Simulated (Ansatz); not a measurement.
System: C₃H₁₀O₂Si (charge 0, singlet). SMILES: C(C[SiH2]OC)O
Coordinates optimised at B3LYP-D3(BJ)/def2-TZVP (Ansatz, a first-principles code):
```xyz
16

C      3.2394    -0.3270    -0.0872
O      1.8970    -0.1228    -0.4929
Si     0.6174    -0.1495     0.5441
C     -0.9148     0.1704    -0.4770
C     -2.2053     0.1823     0.3187
O     -3.2848     0.4357    -0.5812
H      3.5571     0.4325     0.6347
H      3.3733    -1.3162     0.3628
H      3.8752    -0.2566    -0.9695
H      0.5426    -1.4675     1.2321
H      0.7902     0.8872     1.5983
H     -0.7949     1.1302    -0.9876
H     -0.9763    -0.5951    -1.2559
H     -2.1670     0.9589     1.0931
H     -2.3500    -0.7819     0.8224
H     -4.1083     0.4447    -0.0820
```
Charge 0, spin multiplicity 1.

Quantity: vertical ionisation energy (to the doublet state of charge +1; each state is the SCF solution reached for its spin), in eV. Valence correlation only, unless marked. Open shells are spin-unrestricted. No spin-orbit coupling. No relativistic terms. 

```csv
level,program,vertical ionisation energy (eV)
PBE/def2-TZVPD,Ansatz,9.03
PBE0/def2-TZVPD,Ansatz,9.73
BHLYP/def2-TZVPD,Ansatz,10.32
wB97M-V/def2-TZVPD,Ansatz,10.40
SCS-MP2/aug-cc-pV(D+d)Z,Ansatz,10.88
CCSD(T)/aug-cc-pV(D+d)Z,Ansatz,10.46
```
